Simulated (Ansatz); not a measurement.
ClH$_{4}$N$_{2}$NbS, SMILES `[NH2][Nb]([NH2])(=[S])[Cl]`. The species carries charge 0 and has multiplicity 1. Nb takes the def2 core potential. The structure was optimised at the PBE0-D4/def2-TZVP level. It is one conformer, not always the lowest.

```xyz
9

N     0.407   -1.470    0.713
Nb   -0.534   -0.083   -0.287
N     0.466    1.592   -0.286
S    -0.715   -0.741   -2.311
Cl   -2.584    0.283    0.713
H     0.725   -1.364    1.668
H     0.679   -2.371    0.349
H     0.791    2.059    0.551
H     0.766    2.095   -1.109
```

(1) What is the dipole moment at ωB97M-V/def2-TZVPP? (An estimate is asked.)

(2) And with PBE, r2SCAN, B3LYP? (An estimate is asked.)

(3) Give the Mulliken charges with ωB97M-V, B3LYP, PBE in def2-TZVPP. (Best estimate.)

Results:

(1) Computed: 4.26 D, with components (3.48, 0.70, 2.36) D in this frame, pointing from negative to positive charge.

(2) The calculation gave: PBE 4.22 D, r2SCAN 4.34 D, B3LYP 4.23 D.

(3) The calculation gave: 
| atom | ωB97M-V | B3LYP | PBE |
| --- | --- | --- | --- |
| N1 | -0.48 | -0.53 | -0.50 |
| Nb2 | 1.02 | 1.18 | 1.04 |
| N3 | -0.48 | -0.53 | -0.50 |
| S4 | -0.32 | -0.40 | -0.39 |
| Cl5 | -0.30 | -0.35 | -0.32 |
| H6 | 0.13 | 0.15 | 0.16 |
| H7 | 0.15 | 0.17 | 0.18 |
| H8 | 0.13 | 0.15 | 0.16 |
| H9 | 0.15 | 0.17 | 0.18 |

B3LYP here is the variant with VWN-RPA as its local correlation; programs differ in this.
